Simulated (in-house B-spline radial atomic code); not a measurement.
Radial electron density of P3+, [Ne] 3s2. Level of theory: Dirac-Hartree-Fock, average of configuration, Fermi nucleus of rms radius 3.1889 fm; calculated with a radial B-spline atomic code at the basis-set limit.

Columns: r (bohr), 4πr²n(r) (electrons per bohr), bar.

```
  0.0039   0.3868 #
 0.00466   0.5386 #
 0.00557   0.7473 ##
 0.00666    1.032 ###
 0.00796    1.415 ####
 0.00952    1.927 #####
  0.0114    2.606 #######
  0.0136    3.466 #########
  0.0163    4.583 ############
  0.0195    5.949 ###############
  0.0233    7.567 ###################
  0.0278    9.403 ########################
  0.0333    11.43 #############################
  0.0398    13.45 ###################################
  0.0475    15.24 #######################################
  0.0568    16.57 ###########################################
   0.068    17.15 ############################################
  0.0813     16.8 ###########################################
  0.0972    15.55 ########################################
   0.116    13.73 ###################################
   0.139    11.89 ###############################
   0.166     10.8 ############################
   0.199    10.94 ############################
   0.237    12.29 ################################
   0.284    14.29 #####################################
   0.339    15.78 ########################################
   0.406    15.79 #########################################
   0.485     13.9 ####################################
    0.58    10.56 ###########################
   0.694    6.849 ##################
   0.829    3.935 ##########
   0.992    2.295 ######
    1.19    1.733 ####
    1.42    1.608 ####
     1.7    1.387 ####
    2.03   0.9634 ##
    2.42   0.5111 #
     2.9   0.1916 
    3.46  0.05069 
    4.14 0.008444 
    4.95 0.0008413 
    5.92 4.495e-05
```

On this grid the curve has 2 maxima, near 0.068, 0.406 bohr.

The 3s1/2 radial function P(r) = rR(r), positive near the nucleus, with its small component Q(r) (sign convention: Q ≈ (P' + κP/r)/2c):

```json
{"r (bohr)": "0.00133", "P": "0.01311", "Q": "-0.0007224"}
{"r (bohr)": "0.00191", "P": "0.01863", "Q": "-0.001028"}
{"r (bohr)": "0.00272", "P": "0.02615", "Q": "-0.001448"}
{"r (bohr)": "0.0039", "P": "0.03675", "Q": "-0.002042"}
{"r (bohr)": "0.00557", "P": "0.05105", "Q": "-0.002853"}
{"r (bohr)": "0.00796", "P": "0.07017", "Q": "-0.003953"}
{"r (bohr)": "0.0114", "P": "0.09506", "Q": "-0.00542"}
{"r (bohr)": "0.0163", "P": "0.1255", "Q": "-0.007289"}
{"r (bohr)": "0.0233", "P": "0.16", "Q": "-0.009553"}
{"r (bohr)": "0.0333", "P": "0.1929", "Q": "-0.01206"}
{"r (bohr)": "0.0475", "P": "0.2132", "Q": "-0.01443"}
{"r (bohr)": "0.068", "P": "0.2022", "Q": "-0.016"}
{"r (bohr)": "0.0972", "P": "0.1355", "Q": "-0.01573"}
{"r (bohr)": "0.139", "P": "-0.003916", "Q": "-0.0127"}
{"r (bohr)": "0.199", "P": "-0.2002", "Q": "-0.006724"}
{"r (bohr)": "0.284", "P": "-0.3705", "Q": "0.000607"}
{"r (bohr)": "0.406", "P": "-0.381", "Q": "0.006315"}
{"r (bohr)": "0.58", "P": "-0.1236", "Q": "0.007699"}
{"r (bohr)": "0.829", "P": "0.3503", "Q": "0.004712"}
{"r (bohr)": "1.19", "P": "0.7763", "Q": "-3.96e-05"}
{"r (bohr)": "1.7", "P": "0.8253", "Q": "-0.002834"}
{"r (bohr)": "2.42", "P": "0.5054", "Q": "-0.002459"}
{"r (bohr)": "3.46", "P": "0.1592", "Q": "-0.0008968"}
{"r (bohr)": "4.95", "P": "0.02051", "Q": "-0.000125"}
```
